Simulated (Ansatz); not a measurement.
Start from `BC(Cl)I` and change one atom or group to get `COC(Cl)I`.

Ansatz, PBE0-D4/def2-TZVP geometries, multiplicity 1. Each molecule was computed in one conformer, which needn't be the lowest.

Elements past krypton have def2 core potentials.

```json
{"property": "HOMO energy (B3LYP/def2-TZVPP) / eV", "`BC(Cl)I`": "-7.67"}
{"property": "HOMO energy (ωB97M-V/def2-TZVPP) / eV", "`BC(Cl)I`": "-10.08"}
{"property": "zero-point energy (PBE0-D4/def2-TZVP) / kJ/mol", "`BC(Cl)I`": "103.2"}
{"property": "size of the dipole moment (B3LYP/def2-TZVPP) / D", "`BC(Cl)I`": "1.14"}
{"property": "LUMO energy (ωB97M-V/def2-TZVPP) / eV", "`BC(Cl)I`": "-0.12"}
{"property": "LUMO energy (B3LYP/def2-TZVPP) / eV", "`BC(Cl)I`": "-2.30"}
```

(1) What does the change do to each property? (An estimate is asked.)

## Answers

(1) The calculation gave: 
```
                                        property  `COC(Cl)I`  shift
             HOMO energy (B3LYP/def2-TZVPP) / eV       -7.25   0.42
           HOMO energy (ωB97M-V/def2-TZVPP) / eV       -9.68   0.40
  zero-point energy (PBE0-D4/def2-TZVP) / kJ/mol       159.8   56.6
size of the dipole moment (B3LYP/def2-TZVPP) / D        2.49   1.35
           LUMO energy (ωB97M-V/def2-TZVPP) / eV        0.60   0.72
             LUMO energy (B3LYP/def2-TZVPP) / eV       -1.64   0.66
```

With PBE0 the HOMO rises by 0.42 eV and the LUMO rises by 0.69 eV, so the gap widens by about 0.27 eV. PBE moves the HOMO by 0.43 eV and ωB97M-V by 0.40 eV. The zero-point energy changes by 56.6 kJ/mol with +6 modes. Dipoles are sizes alone; their direction can turn.

B3LYP here is the variant with VWN-RPA as its local correlation; programs differ in this.

Spin–orbit coupling is left out; it splits and shifts lone-pair levels of the heavy atoms by tenths of an eV.
